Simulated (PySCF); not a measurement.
C$_{2}$H$_{6}$AlCl, quintet, at a GFN2-xTB geometry of the parent state (such geometries of metal compounds can be far from the true shape) (a higher spin typed on purpose: for a closed-shell molecule this is an excited state); DF-CAMB3LYP/cc-pVDZ (PySCF).

Here is a job for PySCF.
```python
from pyscf import gto, scf, dft

mol = gto.Mole()
mol.atom = '''
    Al    0.19336810   -0.22362314    0.20469739
    C     2.04881583   -0.63261564   -0.39867224
    H     2.55571720   -1.37044326    0.22610362
    H     2.67493413    0.26590339   -0.40733043
    H     2.05971573   -1.01409035   -1.42528396
    C    -0.68671713   -0.95115699    1.83877495
    H    -1.53792036   -1.59181966    1.58505454
    H    -1.09258753   -0.14857686    2.46389001
    H    -0.01687042   -1.54313835    2.46532995
    Cl   -0.90172744    1.04775891   -0.95349682
'''
mol.basis = 'cc-pvdz'
mol.spin = 4
mol.verbose = 5
mol.build()

mf = dft.UKS(mol)
mf.xc = 'camb3lyp'
mf = mf.density_fit(auxbasis='def2-universal-jkfit')
mf.kernel()
mf.analyze()
```

What the program printed (banner, timings and long lists left out):

```
PySCF version 2.14.0

[INPUT] verbose = 5
[INPUT] max_memory = 4000
[INPUT] num. atoms = 10
[INPUT] num. electrons = 48
[INPUT] charge = 0
[INPUT] spin (= nelec alpha-beta = 2S) = 4
[INPUT] symmetry False subgroup None
[INPUT] Mole.unit = angstrom
[INPUT] Symbol           X                Y                Z      unit          X                Y                Z       unit  Magmom
[...]
[INPUT] ---------------- BASIS SET ----------------
[INPUT] l, kappa, [nprim/nctr], expnt,             c_1 c_2 ...
[INPUT] Al
[...]
                                9617              0.00225064 -0.000581791 0.000134208
                                2189              0.0116459 -0.00308113 0.000712442
                                620.5             0.0467377 -0.0123112 0.0028433
                                202.7             0.146299 -0.0419781 0.00976842
                                73.15             0.330283 -0.103371 0.024185
                                28.55             0.415861 -0.196308 0.0474993
                                11.77             0.189253 -0.0830002 0.0203621
                                3.3               0.0115889 0.54104 -0.158788
                                1.173             -0.00128385 0.578796 -0.311694
                                0.1752            0.000425883 0.0288147 0.620147
[...]
                                60.89             0.0306815 -0.00545796
                                19.14             0.129149 -0.0245371
                                6.881             0.320831 -0.0582138
                                2.574             0.453815 -0.0983756
                                0.9572            0.275066 -0.0260064
                                0.2099            0.0190807 0.46402
[...]
[INPUT] Cl
[...]
                                19170             0.00187095 -0.000521836 0.000158298
                                4363              0.00970827 -0.00276513 0.000833639
                                1236              0.0393153 -0.0111537 0.0033988
                                403.6             0.125932 -0.0385919 0.0116738
                                145.7             0.299341 -0.0994848 0.0309622
                                56.81             0.421886 -0.201392 0.0629533
                                23.23             0.237201 -0.130313 0.0460257
                                6.644             0.0191531 0.509443 -0.219312
[...]
converged SCF energy = -782.045384299724  <S^2> = 6.0061819  2S+1 = 5.0024721
Total Energy =                        -782.045384299724105
[...]
spin_pop of  5 C 3dx2-y2    0.00010
spin_pop of  6 H 1s        0.02644
spin_pop of  6 H 2s        0.00426
spin_pop of  6 H 2px      -0.00010
spin_pop of  6 H 2py      -0.00006
spin_pop of  6 H 2pz       0.00023
spin_pop of  7 H 1s        0.02224
spin_pop of  7 H 2s        0.00362
spin_pop of  7 H 2px      -0.00006
spin_pop of  7 H 2py       0.00022
spin_pop of  7 H 2pz      -0.00013
spin_pop of  8 H 1s        0.00498
spin_pop of  8 H 2s        0.00206
spin_pop of  8 H 2px       0.00018
spin_pop of  8 H 2py      -0.00005
spin_pop of  8 H 2pz      -0.00014
spin_pop of  9 Cl 1s        0.00000
spin_pop of  9 Cl 2s       -0.00000
spin_pop of  9 Cl 3s        0.00673
spin_pop of  9 Cl 4s        0.00006
spin_pop of  9 Cl 2px       0.00001
spin_pop of  9 Cl 2py       0.00001
spin_pop of  9 Cl 2pz       0.00001
spin_pop of  9 Cl 3px       0.10610
spin_pop of  9 Cl 3py       0.11511
spin_pop of  9 Cl 3pz       0.10884
spin_pop of  9 Cl 4px       0.00098
spin_pop of  9 Cl 4py       0.00216
spin_pop of  9 Cl 4pz       0.00140
spin_pop of  9 Cl 3dxy      0.00015
spin_pop of  9 Cl 3dyz      0.00018
spin_pop of  9 Cl 3dz^2     0.00009
spin_pop of  9 Cl 3dxz      0.00034
spin_pop of  9 Cl 3dx2-y2    0.00028
 ** Mulliken Spin Density (per atom)  **
spin density of  0 Al =      1.79183
spin density of  1 C =      0.86906
spin density of  2 H =      0.00692
spin density of  3 H =      0.03032
spin density of  4 H =      0.02656
spin density of  5 C =      0.86916
spin density of  6 H =      0.03077
spin density of  7 H =      0.02589
spin density of  8 H =      0.00704
spin density of  9 Cl =      0.34245
 ** Mulliken pop alpha/beta on meta-lowdin orthogonal AOs **
 ** Mulliken pop       alpha | beta **
In total            26.00000 | 22.00000
 ** Mulliken atomic charges   ( Nelec_alpha | Nelec_beta ) **
charge of  0Al =     -0.04146  (     7.41664      5.62481 )
charge of  1C =     -0.32125  (     3.59516      2.72609 )
charge of  2H =      0.15789  (     0.42451      0.41760 )
charge of  3H =      0.13960  (     0.44536      0.41504 )
charge of  4H =      0.14145  (     0.44256      0.41599 )
charge of  5C =     -0.32128  (     3.59522      2.72606 )
charge of  6H =      0.13948  (     0.44564      0.41487 )
charge of  7H =      0.14175  (     0.44207      0.41618 )
charge of  8H =      0.15781  (     0.42461      0.41757 )
charge of  9Cl =     -0.19400  (     8.76822      8.42578 )
Dipole moment(X, Y, Z, Debye):  1.70823, -1.98607,  1.80541
```
